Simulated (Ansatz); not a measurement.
**Cost against result**

The pair of N₂ (SMILES N#N, atoms 1–2) and SbH₃ (SMILES [SbH3], atoms 3–6), both closed shells, in one local arrangement (a lower one may exist), relaxed at PBE0-D4/def2-TZVP:

```csv
atom,x (Å),y (Å),z (Å)
N1,0.4923,0.9196,-2.1301
N2,1.1691,0.9854,-2.9812
Sb3,-1.0231,-0.1540,1.0631
H4,-0.8486,-0.9933,2.5415
H5,0.4610,0.6559,1.2983
H6,-0.2507,-1.4137,0.2082
```

Interaction energies are counterpoise-corrected; the time is that of the whole pair.

Program: Ansatz 0.2.0. Basis: as named in each row. Cores are frozen in the correlated methods. Filled d shells of the heavier atoms are correlated. Core potentials replace the inner electrons of the atoms past krypton. The def2 sets are not built for correlating such inner shells, so the correlated values are less sure here. B3LYP uses VWN-RPA correlation. Extrapolation: Hartree–Fock as exp(−7.88 √X), correlation as X^−2.97.

Times are rough, for one single point on 2 threads of a shared host (Arm Neoverse V1).

The estimate by CCSD(T) at an estimated basis limit (MP2 extrapolated from triple and quadruple zeta, plus CCSD(T) − MP2 in triple zeta) is -3.0 kJ/mol.

```
   method        basis  time (s)  interaction energy (kJ/mol)  method less estimate
    SPW92     def2-SVP   under 1                         -4.7                  -1.7
   PBE-D4     def2-SVP   under 1                         -3.5                  -0.5
  PBE0-D4     def2-SVP   under 1                         -3.3                  -0.3
   PBE-D4  def2-TZVPPD         2                         -3.5                  -0.5
revPBE-D4  def2-TZVPPD         2                         -1.8                   1.2
  BLYP-D4  def2-TZVPPD         2                         -1.9                   1.1
  CCSD(T)     def2-SVP         2                         -1.2                   1.9
  PBE0-D4  def2-TZVPPD         2                         -3.2                  -0.1
 B3LYP-D4  def2-TZVPPD         2                         -2.6                   0.5
 HSE06-D4  def2-TZVPPD         2                         -3.2                  -0.2
r2SCAN-D4  def2-TZVPPD         3                         -2.2                   0.8
  wB97M-V     def2-SVP         4                         -3.3                  -0.3
   B2PLYP  def2-TZVPPD         4                         -1.0                   2.1
  wB97X-V  def2-TZVPPD         6                         -3.3                  -0.3
   B97M-V  def2-TZVPPD         8                         -3.4                  -0.4
  wB97M-V  def2-TZVPPD         8                         -3.1                  -0.1
      MP2  def2-QZVPPD        10                         -3.8                  -0.7
  CCSD(T)  def2-TZVPPD        70                         -2.6                   0.4
```

No T1 diagnostic of these runs exceeds 0.015.
